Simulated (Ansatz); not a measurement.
Geometry optimisation, RKS BHLYP-D4/6-31G (Ansatz 0.2.0).

Input:

```yaml
crystal:
  periodic: [false, false, false]
  atoms:
    - { symbol: B, position_ang: [-0.6117, 1.7709, -0.2351] }
    - { symbol: Si, position_ang: [0.2942, 0.1313, -0.378] }
    - { symbol: C, position_ang: [1.1015, -0.2345, 1.2365] }
    - { symbol: C, position_ang: [-0.8284, -1.2253, -0.7886] }
    - { symbol: F, position_ang: [1.4619, 0.2363, -1.6115] }
    - { symbol: H, position_ang: [-0.6472, 2.4417, 0.7629] }
    - { symbol: H, position_ang: [-1.235, 2.2269, -1.1732] }
    - { symbol: H, position_ang: [1.887, 0.5945, 1.4864] }
    - { symbol: H, position_ang: [1.6856, -1.1808, 1.2157] }
    - { symbol: H, position_ang: [0.3723, -0.3074, 2.0747] }
    - { symbol: H, position_ang: [-0.3637, -2.1967, -0.8395] }
    - { symbol: H, position_ang: [-1.6477, -1.3012, 0.0326] }
    - { symbol: H, position_ang: [-1.4484, -0.9905, -1.7681] }
basis:
  gaussian: { orbitals: "6-31G" }
hamiltonian:
  xc: { name: BHLYP }
  dispersion: d4
relax:
  f_tol: 0.02
  max_steps: 40
scf:
  lower_state_search: "off"
```

Command:

```bash
$ ansatz run input.yaml --threads 1 --pin off --max-ram 2048MiB --backend cpu --events-out ev --progress --plain --runs-dir out
```

Question: Where does it end, and by what steps?

Answer: The forces met the threshold. The force dipped under the threshold on the way, but the program's further checks kept it going. Limits of this set-up: no polarisation functions. After 15 steps the energy has fallen by 0.781 eV; H7 moved furthest, 0.97 Å.

```tsv
step	energy less start (eV)	largest force component (eV/Å)	accepted
0	0.0000	4.295	yes
1	-0.6468	1.681	yes
2	-0.7198	0.428	yes
3	-0.6820	1.008	no
4	-0.7449	0.164	yes
5	-0.7523	0.089	yes
6	-0.7589	0.108	yes
7	-0.7619	0.440	yes
8	-0.7754	0.114	yes
9	-0.7773	0.141	yes
10	-0.7796	0.062	yes
11	-0.7803	0.017	yes
12	-0.7802	0.090	no
13	-0.7804	0.069	yes
14	-0.7807	0.030	yes
15	-0.7808	0.013	yes
```

```xyz
13
Properties=species:S:1:pos:R:3
B -0.683 1.917 -0.282
Si 0.249 0.133 -0.351
C 1.241 -0.221 1.224
C -0.953 -1.284 -0.718
F 1.378 0.138 -1.629
H -1.496 2.112 0.562
H -0.460 2.789 -1.052
H 1.983 0.550 1.410
H 1.761 -1.171 1.133
H 0.579 -0.273 2.085
H -0.412 -2.224 -0.787
H -1.692 -1.372 0.075
H -1.476 -1.129 -1.657
```

Whether the end is a true minimum wasn't checked by a vibrational analysis.

The run took 29 s on 1 thread of Intel(R) Xeon(R) 6975P-C (Granite Rapids), on a shared host, peak memory 0.17 GiB.
